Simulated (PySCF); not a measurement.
## Radial density of Rh⁻ (rhodium, charge -1)

UHF, [Kr] 4d8 5s2, high-spin 3F determinant. Computed with PySCF 2.14 in aug-cc-pwCVDZ-PP with ECP28MDF (6s6p5d3f, 70 functions), with scalar relativity through the core potential. This is the valence pseudo-density: the core potential removes the inner electrons and smooths the orbitals near the nucleus.

| r (bohr) | 4πr²ρ (e/bohr) | 4πr²(ρα − ρβ) |
| --- | --- | --- |
| 0.0198 | 1.318e-05 | 0.0000 |
| 0.0333 | 3.385e-05 | 0.0000 |
| 0.0561 | 8.377e-05 | 0.0000 |
| 0.0943 | 0.0003303 | 0.0000 |
| 0.159 | 0.003391 | 0.0004 |
| 0.267 | 0.05819 | 0.0068 |
| 0.449 | 1.411 | 0.1132 |
| 0.755 | 11.89 | 0.9026 |
| 1.27 | 11.70 | 1.4803 |
| 2.14 | 2.819 | 0.6162 |
| 3.59 | 0.6512 | 0.1231 |
| 6.04 | 0.2103 | -0.0409 |
| 10.2 | 0.04204 | -0.0286 |
| 17.1 | 0.0003701 | -0.0003 |

Energies and moments cover only the electrons outside the core potential. ⟨S²⟩ = 2.11 against 2.00 shows spin contamination. The outer electron is barely bound at this level, so radii and moments hang on the diffuse functions.

Question: Where is the radial spin density 4πr²(ρα − ρβ) most negative, and why is it negative at all?

Answer: Around r = 6.04 bohr, down to -0.0409 e/bohr: exchange with the open shell polarises the paired shells in an unrestricted calculation.
